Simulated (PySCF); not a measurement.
FH3LiN, SMILES [NH3]->[Li][F] (connectivity only; charge and spin as stated), neutral, multiplicity 1. Atoms are numbered in the order given.

```xyz
6

N      0.0000     0.0000    -1.7164
H      0.8147     0.4704    -2.0995
H      0.0000    -0.9408    -2.0995
H     -0.8147     0.4704    -2.0995
Li     0.0000     0.0000     0.3329
F      0.0000     0.0000     1.9238
```

The structure is a stationary point at B3LYP-D3(BJ)/def2-TZVP.

The numbers are results of PBE/pcSseg-2 in PySCF, not measurements.

GIAO shieldings, no solvent; atoms alike by connectivity are averaged. δ = σ(ref) − σ: ¹⁵N against NH3 (σ = 262.8 ppm); ¹H against TMS (σ = 31.47 ppm); ¹⁹F against CFCl3 (σ = 132.0 ppm), references at their B3LYP-D3(BJ)/def2-TZVP geometries, non-relativistic.

```csv
nucleus,atoms,count,δ (ppm)
¹⁵N,N1,1,4.8
¹H,"H2, H3, H4",3,0.54
¹⁹F,F6,1,-217.2
```
